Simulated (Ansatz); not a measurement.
Ansatz (a first-principles code) input (B3LYP-D3(BJ)/def2-TZVP):

Ansatz 0.2 input:
```yaml
crystal:
  periodic: [false, false, false]
  atoms:
    - {symbol: Rb, position_ang: [-0.00000000, -0.00000000, -0.47935972]}
    - {symbol: F, position_ang: [0.00000000, 0.00000000, 1.97070106]}
basis:
  gaussian:
    orbitals: def2-TZVP
hamiltonian:
  xc: b3lyp
  dispersion: d3bj
total_charge: -1
magnetization: {spin_polarized: true, initial_magnetization: 1}
phonons: {temperatures: {t_min: 298.15, t_max: 298.15, t_step: 100}}
```

Output:

```
Functional definition: B3LYP
integrals: 0.01 GiB planned
480 factors; their error is unknown
mean field: 0.18 GiB planned
mean field evaluation 1: about -3045.2552 eV, gradient 1.1e2 eV
mean field evaluation 2: about -2588.4329 eV, gradient 3.9e2 eV
mean field evaluation 4: about -3193.2939 eV, gradient 2.4e2 eV
mean field evaluation 8: about -3290.1629 eV, gradient 1.6e2 eV
mean field evaluation 16: about -3375.7668 eV, gradient 3.0e-4 eV
mean field evaluation 32: about -3375.7668 eV, gradient 2.0e-3 eV
mean field evaluation 64: about -3375.0758 eV, gradient 9.1e-1 eV
mean field -3375.76679090 eV, -124.0571413888 hartree, gradient 9.1e-6 eV, S^2 0.750031; 9 other end points of the search recorded, 0 dependent functions left out
the calculation of the forces begins
reference -3375.76695165 eV, -124.0571472963 hartree; 10, 9 occupied and 54, 55 virtual orbitals, 480 factors
these checks for a lower state are left out or cut short: stability, starts, cluster_reference, orbital_swaps, neighbouring_geometries, increment
integrals: 0.01 GiB planned
480 factors; their error is unknown
mean field: 0.18 GiB planned
mean field -3375.76679091 eV, -124.0571413889 hartree, gradient 1.5e-7 eV, S^2 0.750031; 0 other end points of the search recorded, 0 dependent functions left out
the calculation of the forces begins
reference -3375.76695166 eV, -124.0571472964 hartree; 10, 9 occupied and 54, 55 virtual orbitals, 480 factors
these checks for a lower state are left out or cut short: stability, starts, cluster_reference, orbital_swaps, neighbouring_geometries, increment
integrals: 0.01 GiB planned
480 factors; their error is unknown
mean field: 0.18 GiB planned
mean field -3375.76679091 eV, -124.0571413889 hartree, gradient 1.5e-7 eV, S^2 0.750031; 0 other end points of the search recorded, 0 dependent functions left out
the calculation of the forces begins
reference -3375.76695166 eV, -124.0571472964 hartree; 10, 9 occupied and 54, 55 virtual orbitals, 480 factors
these checks for a lower state are left out or cut short: stability, starts, cluster_reference, orbital_swaps, neighbouring_geometries, increment
integrals: 0.01 GiB planned
480 factors; their error is unknown
mean field: 0.18 GiB planned
mean field -3375.76679091 eV, -124.0571413889 hartree, gradient 1.5e-7 eV, S^2 0.750031; 0 other end points of the search recorded, 0 dependent functions left out
the calculation of the forces begins
reference -3375.76695166 eV, -124.0571472964 hartree; 10, 9 occupied and 54, 55 virtual orbitals, 480 factors
these checks for a lower state are left out or cut short: stability, starts, cluster_reference, orbital_swaps, neighbouring_geometries, increment
integrals: 0.01 GiB planned
480 factors; their error is unknown
mean field: 0.18 GiB planned
mean field -3375.76679091 eV, -124.0571413889 hartree, gradient 1.5e-7 eV, S^2 0.750031; 0 other end points of the search recorded, 0 dependent functions left out
the calculation of the forces begins
reference -3375.76695166 eV, -124.0571472964 hartree; 10, 9 occupied and 54, 55 virtual orbitals, 480 factors
these checks for a lower state are left out or cut short: stability, starts, cluster_reference, orbital_swaps, neighbouring_geometries, increment
integrals: 0.01 GiB planned
480 factors; their error is unknown
mean field: 0.18 GiB planned
mean field evaluation 96: about -3375.7668 eV, gradient 4.5e-2 eV
mean field -3375.76676759 eV, -124.0571405319 hartree, gradient 1.8e-6 eV, S^2 0.750030; 0 other end points of the search recorded, 0 dependent functions left out
the calculation of the forces begins
reference -3375.76692835 eV, -124.0571464399 hartree; 10, 9 occupied and 54, 55 virtual orbitals, 480 factors
these checks for a lower state are left out or cut short: stability, starts, cluster_reference, orbital_swaps, neighbouring_geometries, increment
integrals: 0.01 GiB planned
480 factors; their error is unknown
mean field: 0.18 GiB planned
mean field -3375.76678194 eV, -124.0571410594 hartree, gradient 1.9e-6 eV, S^2 0.750031; 0 other end points of the search recorded, 0 dependent functions left out
the calculation of the forces begins
reference -3375.76694268 eV, -124.0571469665 hartree; 10, 9 occupied and 54, 55 virtual orbitals, 480 factors
these checks for a lower state are left out or cut short: stability, starts, cluster_reference, orbital_swaps, neighbouring_geometries, increment
integrals: 0.01 GiB planned
480 factors; their error is unknown
mean field: 0.18 GiB planned
mean field -3375.76679091 eV, -124.0571413889 hartree, gradient 1.5e-7 eV, S^2 0.750031; 0 other end points of the search recorded, 0 dependent functions left out
the calculation of the forces begins
reference -3375.76695166 eV, -124.0571472964 hartree; 10, 9 occupied and 54, 55 virtual orbitals, 480 factors
these checks for a lower state are left out or cut short: stability, starts, cluster_reference, orbital_swaps, neighbouring_geometries, increment
integrals: 0.01 GiB planned
480 factors; their error is unknown
mean field: 0.18 GiB planned
mean field -3375.76679091 eV, -124.0571413889 hartree, gradient 1.5e-7 eV, S^2 0.750031; 0 other end points of the search recorded, 0 dependent functions left out
the calculation of the forces begins
reference -3375.76695166 eV, -124.0571472964 hartree; 10, 9 occupied and 54, 55 virtual orbitals, 480 factors
these checks for a lower state are left out or cut short: stability, starts, cluster_reference, orbital_swaps, neighbouring_geometries, increment
integrals: 0.01 GiB planned
480 factors; their error is unknown
mean field: 0.18 GiB planned
mean field evaluation 128: about -3375.7668 eV, gradient 1.3e-6 eV
mean field -3375.76679091 eV, -124.0571413889 hartree, gradient 1.5e-7 eV, S^2 0.750031; 0 other end points of the search recorded, 0 dependent functions left out
the calculation of the forces begins
reference -3375.76695166 eV, -124.0571472964 hartree; 10, 9 occupied and 54, 55 virtual orbitals, 480 factors
these checks for a lower state are left out or cut short: stability, starts, cluster_reference, orbital_swaps, neighbouring_geometries, increment
integrals: 0.01 GiB planned
480 factors; their error is unknown
mean field: 0.18 GiB planned
mean field -3375.76679091 eV, -124.0571413889 hartree, gradient 1.5e-7 eV, S^2 0.750031; 0 other end points of the search recorded, 0 dependent functions left out
the calculation of the forces begins
reference -3375.76695166 eV, -124.0571472964 hartree; 10, 9 occupied and 54, 55 virtual orbitals, 480 factors
these checks for a lower state are left out or cut short: stability, starts, cluster_reference, orbital_swaps, neighbouring_geometries, increment
integrals: 0.01 GiB planned
480 factors; their error is unknown
mean field: 0.18 GiB planned
mean field -3375.76678194 eV, -124.0571410594 hartree, gradient 1.9e-6 eV, S^2 0.750031; 0 other end points of the search recorded, 0 dependent functions left out
the calculation of the forces begins
reference -3375.76694268 eV, -124.0571469665 hartree; 10, 9 occupied and 54, 55 virtual orbitals, 480 factors
these checks for a lower state are left out or cut short: stability, starts, cluster_reference, orbital_swaps, neighbouring_geometries, increment
integrals: 0.01 GiB planned
480 factors; their error is unknown
mean field: 0.18 GiB planned
mean field -3375.76676759 eV, -124.0571405319 hartree, gradient 1.8e-6 eV, S^2 0.750030; 0 other end points of the search recorded, 0 dependent functions left out
the calculation of the forces begins
reference -3375.76692835 eV, -124.0571464399 hartree; 10, 9 occupied and 54, 55 virtual orbitals, 480 factors
Total energy: -3375.78613984 eV, -124.0578524493 hartree
Atom 0 at    -0.000000    -0.000000    -0.479360 Å, force     0.000000     0.000000    -0.001573 eV/Å
Atom 1 at     0.000000     0.000000     1.970701 Å, force     0.000000    -0.000000     0.001573 eV/Å
Dipole moment:     0.000000     0.000000     0.288604 e Å
Vibrations: 300.68 cm⁻¹, zero-point energy 0.018640 eV
```
